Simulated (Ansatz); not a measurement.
Cs₃Br₂. Charge 0, multiplicity 2. Geometry PBE0-D4/def2-SVP.

```
atom    x (Å)    y (Å)    z (Å)
 Cs1   1.5378  -0.9441   3.0537
 Cs2  -1.1622  -3.2348  -0.8785
 Cs3  -0.2081   2.4624  -1.2915
 Br4  -1.5811  -0.3518  -2.5070
 Br5   1.4137   2.0682   1.6233
```

In the def2 sets Cs takes a core potential; there is no spin–orbit coupling. Another isomer (doublet) lies 0.23 eV lower at PBE0-D4/def2-TZVP; other spin states weren't run for this one.

(1) Estimate the α-spin orbital energies around the gap (eV) in Ansatz with PBE-D4/def2-TZVP, revPBE-D4/def2-TZVP, PBE0-D4/def2-SVP, PBE0-D4/def2-TZVP, ωB97M-V/def2-TZVP.

Answers

(1) 
```json
{"orbital": "HOMO−13", "PBE-D4/def2-TZVP": "-13.21", "revPBE-D4/def2-TZVP": "-13.21", "PBE0-D4/def2-SVP": "-14.70", "PBE0-D4/def2-TZVP": "-14.65", "ωB97M-V/def2-TZVP": "-16.96"}
{"orbital": "HOMO−12", "PBE-D4/def2-TZVP": "-13.16", "revPBE-D4/def2-TZVP": "-13.17", "PBE0-D4/def2-SVP": "-14.66", "PBE0-D4/def2-TZVP": "-14.60", "ωB97M-V/def2-TZVP": "-16.94"}
{"orbital": "HOMO−11", "PBE-D4/def2-TZVP": "-13.04", "revPBE-D4/def2-TZVP": "-13.03", "PBE0-D4/def2-SVP": "-14.53", "PBE0-D4/def2-TZVP": "-14.50", "ωB97M-V/def2-TZVP": "-16.85"}
{"orbital": "HOMO−10", "PBE-D4/def2-TZVP": "-13.04", "revPBE-D4/def2-TZVP": "-13.03", "PBE0-D4/def2-SVP": "-14.52", "PBE0-D4/def2-TZVP": "-14.49", "ωB97M-V/def2-TZVP": "-16.83"}
{"orbital": "HOMO−9", "PBE-D4/def2-TZVP": "-12.93", "revPBE-D4/def2-TZVP": "-12.93", "PBE0-D4/def2-SVP": "-14.42", "PBE0-D4/def2-TZVP": "-14.39", "ωB97M-V/def2-TZVP": "-16.64"}
{"orbital": "HOMO−8", "PBE-D4/def2-TZVP": "-12.83", "revPBE-D4/def2-TZVP": "-12.83", "PBE0-D4/def2-SVP": "-14.32", "PBE0-D4/def2-TZVP": "-14.30", "ωB97M-V/def2-TZVP": "-16.56"}
{"orbital": "HOMO−7", "PBE-D4/def2-TZVP": "-12.67", "revPBE-D4/def2-TZVP": "-12.66", "PBE0-D4/def2-SVP": "-14.15", "PBE0-D4/def2-TZVP": "-14.14", "ωB97M-V/def2-TZVP": "-16.42"}
{"orbital": "HOMO−6", "PBE-D4/def2-TZVP": "-5.47", "revPBE-D4/def2-TZVP": "-5.40", "PBE0-D4/def2-SVP": "-6.52", "PBE0-D4/def2-TZVP": "-6.66", "ωB97M-V/def2-TZVP": "-8.82"}
{"orbital": "HOMO−5", "PBE-D4/def2-TZVP": "-5.31", "revPBE-D4/def2-TZVP": "-5.25", "PBE0-D4/def2-SVP": "-6.35", "PBE0-D4/def2-TZVP": "-6.49", "ωB97M-V/def2-TZVP": "-8.63"}
{"orbital": "HOMO−4", "PBE-D4/def2-TZVP": "-5.22", "revPBE-D4/def2-TZVP": "-5.16", "PBE0-D4/def2-SVP": "-6.27", "PBE0-D4/def2-TZVP": "-6.41", "ωB97M-V/def2-TZVP": "-8.59"}
{"orbital": "HOMO−3", "PBE-D4/def2-TZVP": "-5.19", "revPBE-D4/def2-TZVP": "-5.14", "PBE0-D4/def2-SVP": "-6.23", "PBE0-D4/def2-TZVP": "-6.38", "ωB97M-V/def2-TZVP": "-8.55"}
{"orbital": "HOMO−2", "PBE-D4/def2-TZVP": "-5.16", "revPBE-D4/def2-TZVP": "-5.10", "PBE0-D4/def2-SVP": "-6.20", "PBE0-D4/def2-TZVP": "-6.34", "ωB97M-V/def2-TZVP": "-8.53"}
{"orbital": "HOMO−1", "PBE-D4/def2-TZVP": "-5.15", "revPBE-D4/def2-TZVP": "-5.09", "PBE0-D4/def2-SVP": "-6.18", "PBE0-D4/def2-TZVP": "-6.33", "ωB97M-V/def2-TZVP": "-8.52"}
{"orbital": "HOMO", "PBE-D4/def2-TZVP": "-2.19", "revPBE-D4/def2-TZVP": "-2.12", "PBE0-D4/def2-SVP": "-2.55", "PBE0-D4/def2-TZVP": "-2.56", "ωB97M-V/def2-TZVP": "-3.27"}
{"orbital": "LUMO", "PBE-D4/def2-TZVP": "-1.27", "revPBE-D4/def2-TZVP": "-1.18", "PBE0-D4/def2-SVP": "-0.89", "PBE0-D4/def2-TZVP": "-0.87", "ωB97M-V/def2-TZVP": "-0.23"}
{"orbital": "LUMO+1", "PBE-D4/def2-TZVP": "-1.01", "revPBE-D4/def2-TZVP": "-1.03", "PBE0-D4/def2-SVP": "-0.59", "PBE0-D4/def2-TZVP": "-0.57", "ωB97M-V/def2-TZVP": "-0.10"}
{"orbital": "LUMO+2", "PBE-D4/def2-TZVP": "-0.92", "revPBE-D4/def2-TZVP": "-0.89", "PBE0-D4/def2-SVP": "-0.55", "PBE0-D4/def2-TZVP": "-0.57", "ωB97M-V/def2-TZVP": "0.24"}
{"orbital": "LUMO+3", "PBE-D4/def2-TZVP": "-0.71", "revPBE-D4/def2-TZVP": "-0.68", "PBE0-D4/def2-SVP": "-0.23", "PBE0-D4/def2-TZVP": "-0.29", "ωB97M-V/def2-TZVP": "0.31"}
{"orbital": "LUMO+4", "PBE-D4/def2-TZVP": "-0.59", "revPBE-D4/def2-TZVP": "-0.56", "PBE0-D4/def2-SVP": "-0.20", "PBE0-D4/def2-TZVP": "-0.23", "ωB97M-V/def2-TZVP": "0.40"}
{"orbital": "LUMO+5", "PBE-D4/def2-TZVP": "-0.29", "revPBE-D4/def2-TZVP": "-0.25", "PBE0-D4/def2-SVP": "0.19", "PBE0-D4/def2-TZVP": "0.12", "ωB97M-V/def2-TZVP": "0.56"}
{"orbital": "β HOMO", "PBE-D4/def2-TZVP": "-5.14", "revPBE-D4/def2-TZVP": "-5.09", "PBE0-D4/def2-SVP": "-6.18", "PBE0-D4/def2-TZVP": "-6.33", "ωB97M-V/def2-TZVP": "-8.52"}
{"orbital": "β LUMO", "PBE-D4/def2-TZVP": "-1.73", "revPBE-D4/def2-TZVP": "-1.74", "PBE0-D4/def2-SVP": "-1.23", "PBE0-D4/def2-TZVP": "-1.18", "ωB97M-V/def2-TZVP": "-0.25"}
```
